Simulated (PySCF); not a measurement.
Molfile (atoms numbered from 1):
```
CH10ClNSi3
     RDKit          3D

 16 15  0  0  0  0  0  0  0  0999 V2000
    1.7624   -0.8895   -0.9422 N   0  0  0  0  0  0  0  0  0  0  0  0
    1.3965   -0.3918    0.6657 Si  0  0  0  0  0  4  0  0  0  0  0  0
   -0.3948    0.2667    0.6250 C   0  0  2  0  0  0  0  0  0  0  0  0
   -1.6634   -1.0457    0.0966 Si  0  0  0  0  0  4  0  0  0  0  0  0
   -0.5763    1.8550   -0.3905 Si  0  0  0  0  0  4  0  0  0  0  0  0
    0.4977    3.3362    0.4671 Cl  0  0  0  0  0  0  0  0  0  0  0  0
    2.7067   -1.1700   -1.1496 H   0  0  0  0  0  0  0  0  0  0  0  0
    1.1164   -1.4974   -1.4191 H   0  0  0  0  0  0  0  0  0  0  0  0
    2.3879    0.6384    0.9748 H   0  0  0  0  0  0  0  0  0  0  0  0
    1.4660   -1.4447    1.6969 H   0  0  0  0  0  0  0  0  0  0  0  0
   -0.6313    0.5200    1.6630 H   0  0  0  0  0  0  0  0  0  0  0  0
   -1.5014   -1.3709   -1.3251 H   0  0  0  0  0  0  0  0  0  0  0  0
   -1.4880   -2.2686    0.8869 H   0  0  0  0  0  0  0  0  0  0  0  0
   -3.0258   -0.5443    0.3000 H   0  0  0  0  0  0  0  0  0  0  0  0
   -1.9662    2.3197   -0.4017 H   0  0  0  0  0  0  0  0  0  0  0  0
   -0.0939    1.6958   -1.7592 H   0  0  0  0  0  0  0  0  0  0  0  0
  1  2  1  0
  2  3  1  0
  3  4  1  0
  3  5  1  0
  5  6  1  0
  1  7  1  0
  1  8  1  0
  2  9  1  0
  2 10  1  0
  3 11  1  1
  4 12  1  0
  4 13  1  0
  4 14  1  0
  5 15  1  0
  5 16  1  0
M  END
```

Geometry: GFN2-xTB; GIAO shifts from PySCF 2.14.0 with density-fitted response routines, gas phase, non-relativistic, averaged over equivalent atoms.

At BHandHLYP/pcSseg-1 (180 basis functions, 22 s wall time on 1 thread of an AMD EPYC 7B13, shared host):
```json
{"atoms": "N1", "δ (ppm)": "7.6"}
{"atoms": "Si5", "δ (ppm)": "-15.0"}
{"atoms": "Si2", "δ (ppm)": "-34.5"}
{"atoms": "Si4", "δ (ppm)": "-74.5"}
{"atoms": "C3", "δ (ppm)": "-5.6"}
{"atoms": "H16", "δ (ppm)": "5.10"}
{"atoms": "H15", "δ (ppm)": "4.99"}
{"atoms": "H10", "δ (ppm)": "4.82"}
{"atoms": "H9", "δ (ppm)": "4.81"}
{"atoms": "H12/H13/H14", "δ (ppm)": "3.86"}
{"atoms": "H7/H8", "δ (ppm)": "0.12"}
{"atoms": "H11", "δ (ppm)": "-0.88"}
```

Scale: ¹⁵N (σref 267.09) vs NH3; TMS for ²⁹Si (σref 356.35) and ¹³C (σref 186.58) and ¹H (σref 31.90) (reference shieldings calculated alike).

Question: What do these become at PW91/pcSseg-1?

Answer: 
| atoms | δ at PW91/pcSseg-1 | change |
| --- | --- | --- |
| N1 | 12.9 | +5.3 |
| Si5 | -17.9 | -2.9 |
| Si2 | -38.7 | -4.2 |
| Si4 | -85.9 | -11.4 |
| C3 | -2.3 | +3.3 |
| H16 | 5.55 | +0.45 |
| H15 | 5.45 | +0.46 |
| H10 | 5.43 | +0.61 |
| H9 | 5.26 | +0.45 |
| H12/H13/H14 | 4.09 | +0.23 |
| H7/H8 | -0.07 | -0.19 |
| H11 | -0.45 | +0.43 |

Shifts are taken against calculated references (same method and geometry level): ¹⁵N (σ = 266.94 ppm) against NH3; ²⁹Si (σ = 327.87 ppm), ¹³C (σ = 181.47 ppm), ¹H (σ = 31.65 ppm) against TMS.

The largest change is at Si4 (silicon bonded to C, 3 H). Cost: 180 basis functions, 34 s wall time on 1 thread of an AMD EPYC 7B13, shared host.

Experimental scales use liquid or dissolved standards, which lie at an offset from isolated NH3 (liquid NH3: subtract about 20 ppm).
